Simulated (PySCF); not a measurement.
The third ionisation energy along the 5p block

All values are computed (PySCF 2.14, energy differences of UHF-based or UKS calculations, no spin-orbit coupling). Values in eV. The last column holds reference values (NIST; (s) semi-empirical, (t) theoretical, else measured). Unmarked ones compare directly (S terms, centres of terms, or small fine structure); those marked * lie between the lowest fine-structure levels and include a spin-orbit shift.

| element | configurations | UHF | MP2 (valence) | SCS-MP2 (valence) | CCSD (valence) | CCSD(T) (valence) | reference |
| --- | --- | --- | --- | --- | --- | --- | --- |
| In (x2c-SVPall, spin-free X2C) | [Kr] 4d10 5s1 → [Kr] 4d10 | 26.719 | n/a | n/a | n/a | n/a | 28.044 |
| Sn (x2c-SVPall, spin-free X2C) | [Kr] 4d10 5s2 → [Kr] 4d10 5s1 | 28.651 | 29.243 | 29.361 | 29.541 | 29.541 | 30.506 |
| Sb (x2c-SVPall, spin-free X2C) | [Kr] 4d10 5s2 5p1 → [Kr] 4d10 5s2 | 24.103 | 24.210 | 24.190 | 24.264 | 24.272 | 25.323 * |
| Te (x2c-SVPall, spin-free X2C) | [Kr] 4d10 5s2 5p2 → [Kr] 4d10 5s2 5p1 | 27.020 | 27.208 | 27.156 | 27.231 | 27.236 | 27.84 ± 0.04 * |
| I (x2c-SVPall, spin-free X2C) | [Kr] 4d10 5s2 5p3 → [Kr] 4d10 5s2 5p2 | 29.920 | 30.188 | 30.092 | 30.155 | 30.158 | 29.57 ± 0.025 * |
| Xe (x2c-SVPall, spin-free X2C) | [Kr] 4d10 5s2 5p4 → [Kr] 4d10 5s2 5p3 | 29.375 | 29.720 | 29.714 | 29.748 | 29.756 | 31.05 ± 0.04 (s) * |

"Valence" correlates the outer s and p shells and, in groups 3 to 12 and the f block, the outer d or f shell, open or full, or the next shell where the ion has no valence electron left; the wider scheme adds the next inner shell.
